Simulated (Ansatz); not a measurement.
Cost and result for the atomization energy of `CO[SiH](O)Br` (10 atoms, 9 bonds).

Cartesian coordinates in Å:
```
C -0.579 1.439 -0.563
O -0.707 0.088 -0.174
Si 0.390 -0.799 0.627
O -0.106 -2.341 0.689
Br 2.337 -0.622 -0.444
H -0.495 2.096 0.309
H 0.297 1.583 -1.201
H -1.475 1.714 -1.121
H 0.600 -0.353 2.014
H -0.262 -2.805 -0.136
```

Charge 0, multiplicity 1. Correlated methods include outer-core shells of Br, which these sets cover unevenly. Scalar relativity is left out up to krypton. All single points use the PBE0-D4/def2-TZVP geometry. It is one conformer, not always the lowest. Program: Ansatz. Hardware: A = 2 threads of an AMD EPYC 7R13 on a shared host; B = 2 threads of an AMD EPYC 7R13 on a shared host and a share of an NVIDIA H100 80 GB. Times are those of one run each, without the atoms' runs, and a repeat can differ threefold. Electronic energies, without spin–orbit coupling; frozen cores. CCSD(T)/CBS adds CCSD(T) − MP2 in def2-TZVPP to the MP2 limit, and its time is that of the two runs behind it. T1 = 0.010. With those shells the extrapolation isn't a true limit. B3LYP takes the VWN-RPA correlation (the form of Gaussian; ORCA's B3LYP/G).

CCSD(T)/CBS is a level of theory with its own doubt, some kJ/mol a heavy atom from the limit and from the frozen cores, so smaller differences don't rank the functionals.

```tsv
level	functions	atomization (kJ/mol)	difference from CCSD(T)/CBS	per bond
ωB97M-V/def2-TZVPP (with forces) [A]	253	3744.9	-16.1	-1.8
B3LYP-D4/def2-TZVPP (with forces) [A]	253	3718.3	-42.7	-4.7
r2SCAN-D4/def2-TZVPP (with forces) [A]	253	3748.2	-12.8	-1.4
PBE0-D4/def2-TZVPP [A]	253	3712.8	-48.2	-5.4
CCSD(T)/def2-TZVPP [B]	253	3644.3	-116.7	-13.0
PBE-D4/def2-TZVPP (with forces) [A]	253	3782.5	21.5	2.4
B2PLYP/def2-TZVPP [A]	253	3691.3	-69.7	-7.7
ωB97X-V/def2-TZVPP [A]	253	3745.1	-15.9	-1.8
MP2/def2-QZVPP [B]	480	3801.9	40.9	4.5
CCSD(T)/CBS(def2)	–	3761.0	0.0	0.0
```

Task: Order the runs by time, with rough figures. (Estimate.)

Result: Computed: PBE-D4/def2-TZVPP (with forces) [A] 3.6 s; PBE0-D4/def2-TZVPP [A] 5.5 s; r2SCAN-D4/def2-TZVPP (with forces) [A] 7 s; B3LYP-D4/def2-TZVPP (with forces) [A] 7.5 s; MP2/def2-QZVPP [B] 9 s; B2PLYP/def2-TZVPP [A] 9.5 s; ωB97X-V/def2-TZVPP [A] 12 s; CCSD(T)/def2-TZVPP [B] 13 s; ωB97M-V/def2-TZVPP (with forces) [A] 18 s; CCSD(T)/CBS(def2) 22 s.

In def2-TZVPP, CCSD(T) changes the Hartree–Fock value by +940.5 kJ/mol (the triples alone add +55.7 kJ/mol) and MP2 by +1028.5 kJ/mol; breaking electron pairs costs correlation energy, which Hartree–Fock lacks. From PBE to PBE0 (25 % exact exchange), in def2-TZVPP and without D4, the atomization energy moves by −66.3 kJ/mol: exact exchange takes away binding that semilocal exchange gives to molecules. The D4 term adds +36.9 kJ/mol with B3LYP and +19.3 kJ/mol with PBE0; it sums over pairs of atoms, weighted by their polarisabilities, and B3LYP, whose exchange is more repulsive, gets the larger term.
